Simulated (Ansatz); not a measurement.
Geometry optimisation, RKS PBE/def2-SVP in Ansatz 0.2.0.

Input file:

```yaml
crystal:
  periodic: [false, false, false]
  atoms:
    - { symbol: Zr, position_ang: [-0.2637, 0.302938, -0.010349] }
    - { symbol: O, position_ang: [-0.545787, -0.184801, 1.936637] }
    - { symbol: H, position_ang: [-1.09652, 0.196665, 2.643912] }
    - { symbol: F, position_ang: [1.508311, 0.938723, -0.369922] }
    - { symbol: F, position_ang: [-1.426967, 1.778638, -0.357143] }
    - { symbol: F, position_ang: [-0.813806, -1.0983, -1.197898] }
    - { symbol: "N", position_ang: [1.525093, -2.289986, 1.251803] }
    - { symbol: H, position_ang: [1.164746, -3.180662, 0.896404] }
    - { symbol: Si, position_ang: [3.254516, -2.051278, 1.467238] }
    - { symbol: H, position_ang: [3.959067, -3.206436, 2.163072] }
    - { symbol: H, position_ang: [3.929533, -1.863219, 0.126936] }
    - { symbol: H, position_ang: [3.410622, -0.805249, 2.309107] }
    - { symbol: H, position_ang: [0.87569, -1.881634, 1.958604] }
basis:
  gaussian: { orbitals: def2-SVP }
hamiltonian:
  xc: pbe
relax:
  f_tol: 0.03
  max_steps: 50
```

Run as:

```bash
$ ansatz run input.yaml --threads 4 --pin off --max-ram 5120MiB --backend cpu --events-out ev --progress --plain --runs-dir out
```

Task: Where does it end, and by what steps?

Result: The forces met the threshold. After 8 steps the energy has fallen by 0.597 eV; F4 moved furthest, 0.59 Å. Joined: Zr1–N7 (3.39 → 2.48 Å).

```
step  energy less start (eV)  largest force component (eV/Å)  accepted
   0                  0.0000                           1.357       yes
   1                 -0.2142                           0.582       yes
   2                 -0.4317                           0.776       yes
   3                 -0.5012                           0.969       yes
   4                 -0.5727                           0.283       yes
   5                 -0.5876                           0.193       yes
   6                 -0.5931                           0.175       yes
   7                 -0.5964                           0.035       yes
   8                 -0.5968                           0.024       yes
```

```xyz
13
Properties=species:S:1:pos:R:3
Zr 0.043 -0.063 0.257
O -0.606 -0.158 2.114
H -1.242 0.398 2.594
F 1.844 0.614 -0.007
F -0.993 1.448 -0.349
F -0.588 -1.450 -0.942
N 1.314 -2.005 1.134
H 1.059 -2.802 0.533
Si 3.102 -1.824 1.321
H 3.683 -3.040 1.993
H 3.684 -1.691 -0.050
H 3.342 -0.624 2.181
H 0.838 -2.147 2.038
```

Whether the end is a true minimum wasn't checked by a vibrational analysis.

The run took 9.8 s on 4 threads of AMD EPYC 9R45 96-Core Processor (Zen 5) (shared host), peak memory 0.24 GiB.
